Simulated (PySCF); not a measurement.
## Shapes and spin states of Ca₃N

Computed with PySCF, PBE0, basis N def2-TZVP, Ca def2-TZVP (no relativity, density fitting).

Relaxations began from a few typed shapes and spin states; open shells are unrestricted. The search is not exhaustive: other isomers or separated fragments can lie lower, and high-lying points may rest on an excited occupation.

(1) Order these stationary points by electronic energy, lowest first, in kJ/mol from the lowest minimum.
A. doublet (⟨S²⟩ 1.10) C2v: Ca–Ca 3.501 Å (×2), Ca–Ca 3.864 Å, N–Ca 2.087 Å, N–Ca 2.104 Å (×2); Ca–Ca–Ca 56.5° (×2), Ca–Ca–Ca 67.0°, Ca–Ca–N 23.3° (×2), Ca–Ca–N 33.2° (×2), Ca–Ca–N 33.5° (×2)
B. quartet D3h: Ca–Ca 3.648 Å (×3), N–Ca 2.106 Å (×3); Ca–Ca–Ca 60.0° (×3), Ca–Ca–N 30.0° (×6), Ca–N–Ca 120.0° (×3)

(2) Which of them are minima?

Answers

(1) A (0.0), B (31.3).

(2) By energy in kJ/mol, 0.0: minimum; 31.3: minimum.

For the lowest minimum: the determinant is spin-contaminated (⟨S²⟩ = 1.10, pure value 0.75).
